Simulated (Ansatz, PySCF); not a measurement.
Noncovalent pair: HCl (SMILES Cl) (first 2 atoms) with C2H2 (SMILES C#C); geometry from B3LYP-D3(BJ)/def2-TZVP.
(charge 0, multiplicity 1):
```tsv
atom	x (Å)	y (Å)	z (Å)
Cl	-0.1177	0.5380	-0.4665
H	-0.1237	0.3436	0.8106
C	-0.5520	-0.4199	3.0345
C	0.2943	0.4182	3.1616
H	-1.3033	-1.1646	2.9261
H	1.0456	1.1617	3.2784
```

Counterpoise-corrected where a basis set is named; no monomer relaxation. Rows marked so take none.

Rows in STO-3G carry no dispersion term and start afresh at each structure.

The values were computed with Ansatz (a first-principles code); PySCF for STO-3G rows, the dispersion terms. 

Q: Estimate the interaction energy that HF/STO-3G (no counterpoise) returns for this input.

A: -1.8 kcal/mol

Q: What interaction energy does CAM-B3LYP/def2-TZVPPD give?

A: -2.4 kcal/mol

Q: What is the computed interaction energy (BLYP-D3(BJ)/def2-TZVPPD)?

A: -3.3 kcal/mol
